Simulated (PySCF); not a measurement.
**Xe: excitation energy**

Xe [Xe] (1S) → Xe [Kr] 4d10 5s2 5p5 5d1 (high-spin determinant), as a difference of total energies. Computed with PySCF 2.14 in aug-cc-pwCVDZ-PP with ECP28MDF, with a scalar-relativistic core potential. Correlated levels: valence: 4s2 4p6 4d10 frozen; valence and next inner shell: nothing frozen outside the core potential. The calculations carry no spin-orbit coupling.

| method | excitation energy (eV) |
| --- | --- |
| UHF | 11.302 |
| LDA | 11.553 |
| PBE | 11.264 |
| PBE0 | 11.396 |
| r2SCAN | 11.502 |
| wB97X | 11.697 |
| B3LYP | 11.493 |
| r2SCAN0 | 11.533 |
| PBEsol | 11.327 |
| MP2 (valence) | 12.064 |
| SCS-MP2 (valence) | 12.005 |
| MP2 (valence and next inner shell) | 12.337 |
| SCS-MP2 (valence and next inner shell) | 12.205 |

Problem. How much does correlation contribute at MP2 (valence and next inner shell)?

Solution. 12.337 − (11.302) = 1.035 eV, measured against UHF.

The promoted electron is Rydberg-like, and one or two diffuse shells describe it only roughly, which tends to raise the upper state.

In the upper state the promoted electron has a positive orbital energy at LDA, PBE, PBE0, r2SCAN, B3LYP, r2SCAN0, PBEsol, so the basis confines it.

The determinant of the upper state mixes LS terms, which raises its energy above the lowest term, most at the Hartree-Fock and MP2 levels.
